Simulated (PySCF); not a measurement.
ZnSn: script and output

File input.py (PySCF 2.14):

```python
from pyscf import gto, dft
from pyscf.prop.polarizability import uhf as pol

mol = gto.M(
    atom='Zn 0 0 0; Sn 0 0 2.54',
    basis='lanl2dz',
    ecp={'Zn': 'lanl2dz', 'Sn': 'lanl2dz'},
    charge=0,
    spin=2,
    verbose=4,
)
mf = dft.UKS(mol, xc='revpbe')
mf.kernel()
print('polarizability (a.u.)')
print(pol.Polarizability(mf).polarizability().round(4))
mf.dip_moment()
print('orbital energies (hartree):', [e[max(0, n-3):n+3].round(4) for e, n in zip(mf.mo_energy, mol.nelec)])
```

```bash
$ OMP_NUM_THREADS=1 python input.py
```

Output (some set-up lines and the per-cycle HOMO/LUMO lines with their warnings removed):

```
PySCF version 2.14.0

[INPUT] verbose = 4
[INPUT] num. atoms = 2
[INPUT] num. electrons = 16
[INPUT] charge = 0
[INPUT] spin (= nelec alpha-beta = 2S) = 2
[INPUT] symmetry False subgroup None
[INPUT] Mole.unit = angstrom
[INPUT] Symbol           X                Y                Z      unit          X                Y                Z       unit  Magmom
[INPUT]  1 Zn     0.000000000000   0.000000000000   0.000000000000 AA    0.000000000000   0.000000000000   0.000000000000 Bohr   0.0
[INPUT]  2 Sn     0.000000000000   0.000000000000   2.540000000000 AA    0.000000000000   0.000000000000   4.799904356395 Bohr   0.0

nuclear repulsion = 10.0001992614803
number of shells = 10
number of NR pGTOs = 46
number of NR cGTOs = 26
basis = lanl2dz
ecp = {'Zn': 'lanl2dz', 'Sn': 'lanl2dz'}

******** <class 'pyscf.dft.uks.UKS'> ********
method = UKS
initial guess = minao
damping factor = 0
level_shift factor = 0
DIIS = <class 'pyscf.scf.diis.CDIIS'>
diis_start_cycle = 1
diis_space = 8
diis_damp = 0
SCF conv_tol = 1e-09
SCF conv_tol_grad = None
SCF max_cycles = 50
direct_scf = True
direct_scf_tol = 1e-13
number electrons alpha = 9  beta = 7
XC library pyscf.dft.libxc version 7.0.0
    S. Lehtola, C. Steigemann, M. J.T. Oliveira, and M. A.L. Marques.,  SoftwareX 7, 1–5 (2018)
XC functionals = revpbe
    Y. Zhang and W. Yang.,  Phys. Rev. Lett. 80, 890 (1998)
    J. P. Perdew, K. Burke, and M. Ernzerhof.,  Phys. Rev. Lett. 77, 3865 (1996)
    J. P. Perdew, K. Burke, and M. Ernzerhof.,  Phys. Rev. Lett. 78, 1396 (1997)
radial grids:
    Treutler-Ahlrichs [JCP 102, 346 (1995); DOI:10.1063/1.469408] (M4) radial grids

becke partition: Becke, JCP 88, 2547 (1988); DOI:10.1063/1.454033
pruning grids: <function nwchem_prune>
grids dens level: 3
symmetrized grids: False
atomic radii adjust function: <function treutler_atomic_radii_adjust>
small_rho_cutoff = 0
Set gradient conv threshold to 3.16228e-05
tot grids = 42600
init E= -58.7888291788266

cycle= 1 E= -25.8257471798742  delta_E=   33  |g|= 2.42  |ddm|= 7.36
cycle= 2 E= -52.7286397832068  delta_E= -26.9  |g|= 1.87  |ddm|= 7.98
cycle= 3 E= -68.6665596619615  delta_E= -15.9  |g|= 1.34  |ddm|= 4.19
cycle= 4 E= -66.9897893435038  delta_E= 1.68  |g|= 1.64  |ddm|= 2.52
cycle= 5 E= -67.4276496011299  delta_E= -0.438  |g|= 1.68  |ddm|= 0.787
cycle= 6 E= -67.8798320461043  delta_E= -0.452  |g|= 1.56  |ddm|= 0.681
cycle= 7 E= -68.6576007485154  delta_E= -0.778  |g|= 1.27  |ddm|= 2.04
cycle= 8 E= -69.0159861159749  delta_E= -0.358  |g|= 0.794  |ddm|= 0.342
cycle= 9 E= -69.2745736521731  delta_E= -0.259  |g|= 0.238  |ddm|= 0.638
cycle= 10 E= -69.2909082843347  delta_E= -0.0163  |g|= 0.0352  |ddm|= 0.185
cycle= 11 E= -69.2932461984107  delta_E= -0.00234  |g|= 0.00309  |ddm|= 0.0795
cycle= 12 E= -69.2932544331614  delta_E= -8.23e-06  |g|= 0.00164  |ddm|= 0.0123
cycle= 13 E= -69.2932599057553  delta_E= -5.47e-06  |g|= 9.54e-05  |ddm|= 0.00419
cycle= 14 E= -69.2932599186432  delta_E= -1.29e-08  |g|= 2.74e-05  |ddm|= 0.000178
cycle= 15 E= -69.2932599203494  delta_E= -1.71e-09  |g|= 5.66e-06  |ddm|= 9.03e-05
cycle= 16 E= -69.2932599204394  delta_E= -9e-11  |g|= 1.19e-06  |ddm|= 2.02e-05
Extra cycle  E= -69.2932599204448  delta_E= -5.31e-12  |g|= 1.51e-06  |ddm|= 8.43e-06
converged SCF energy = -69.2932599204448  <S^2> = 2.0099804  2S+1 = 3.0066462
polarizability (a.u.)
Isotropic polarizability 88.7794184747
Polarizability anisotropy 83.4450266238
[[ 60.9644  -0.      -0.    ]
 [ -0.      60.9644   0.    ]
 [ -0.       0.     144.4094]]
Dipole moment(X, Y, Z, Debye):  0.00000, -0.00000, -2.20477
orbital energies (hartree): [array([-0.2384, -0.154 , -0.154 , -0.1201, -0.0397, -0.0397]), array([-0.5706, -0.361 , -0.2229, -0.1081, -0.1052, -0.1052])]
```

In short: E(SCF) = -69.293260 Eh, ⟨S²⟩ = 2.010, μz(SCF) = -2.20 D, α(xx, yy, zz) = 61.0, 61.0, 144.4 bohr³.

It ran on Arm Neoverse V1 (1 thread, shared host) in 6 s, peak memory 0.21 GiB.

The bond length is a typed value, not an optimised one. No search for the lowest solution was made.
